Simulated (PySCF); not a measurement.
CH₃Cl₃SSi, singlet, geometry from GFN2-xTB. Base run: PySCF with B3LYP/6-31G.

PySCF was given this input:
```python
from pyscf import gto, scf, dft, solvent

mol = gto.Mole()
mol.atom = '''
    C    -2.63252415   -0.40098865   -0.66022730
    S    -1.41468916    0.94467016   -0.86020306
    Si    0.30727917    0.05606318    0.07300453
    Cl    0.79985227   -1.66801084   -0.86595570
    Cl    1.81127530    1.38000439   -0.04544998
    Cl   -0.09652998   -0.39188737    2.00511016
    H    -3.55543297   -0.04302714   -1.10267326
    H    -2.77860150   -0.60623779    0.39485521
    H    -2.28586159   -1.28621496   -1.18260891
'''
mol.basis = '6-31g'
mol.verbose = 4
mol.build()

mf = dft.RKS(mol)
mf.xc = 'b3lyp'
mf.kernel()
```

The base run was repeated with changes; each row names its change, and settings that it needs were set with it.

```json
[
 {"change": "base", "ΔE vs base (kcal/mol)": "0.000", "dipole (D)": "2.43", "HOMO-LUMO gap (eV)": "6.12"},
 {"change": "model = IEF-PCM; solvent = methanol", "ΔE vs base (kcal/mol)": "-3.75", "dipole (D)": "3.03", "HOMO-LUMO gap (eV)": "6.06"},
 {"change": "model = COSMO; solvent = toluene", "ΔE vs base (kcal/mol)": "-1.78", "dipole (D)": "2.69", "HOMO-LUMO gap (eV)": "6.09"},
 {"change": "model = IEF-PCM; solvent = toluene; vdw_scale = 1.0", "ΔE vs base (kcal/mol)": "-4.76", "dipole (D)": "2.74", "HOMO-LUMO gap (eV)": "6.10"},
 {"change": "model = IEF-PCM; solvent = toluene; lebedev_order = 41", "ΔE vs base (kcal/mol)": "-1.79", "dipole (D)": "2.72", "HOMO-LUMO gap (eV)": "6.08"},
 {"change": "model = IEF-PCM; solvent = 2-propanol", "ΔE vs base (kcal/mol)": "-3.61", "dipole (D)": "3.01", "HOMO-LUMO gap (eV)": "6.06"},
 {"change": "model = IEF-PCM; solvent = toluene", "ΔE vs base (kcal/mol)": "-1.79", "dipole (D)": "2.72", "HOMO-LUMO gap (eV)": "6.08"},
 {"change": "model = ddCOSMO; solvent = toluene", "ΔE vs base (kcal/mol)": "-1.97", "dipole (D)": "2.67", "HOMO-LUMO gap (eV)": "6.10"},
 {"change": "model = IEF-PCM; solvent = water", "ΔE vs base (kcal/mol)": "-3.86", "dipole (D)": "3.05", "HOMO-LUMO gap (eV)": "6.05"},
 {"change": "model = IEF-PCM; solvent = toluene; vdw_scale = 1.4", "ΔE vs base (kcal/mol)": "-0.88", "dipole (D)": "2.66", "HOMO-LUMO gap (eV)": "6.09"},
 {"change": "model = IEF-PCM; solvent = toluene; lebedev_order = 11", "ΔE vs base (kcal/mol)": "-1.79", "dipole (D)": "2.71", "HOMO-LUMO gap (eV)": "6.08"},
 {"change": "model = SS(V)PE; solvent = toluene", "ΔE vs base (kcal/mol)": "-1.76", "dipole (D)": "2.71", "HOMO-LUMO gap (eV)": "6.08"}
]
```

The base is the gas phase, so ΔE is the electrostatic part of solvation at a fixed geometry, without cavity and dispersion terms.
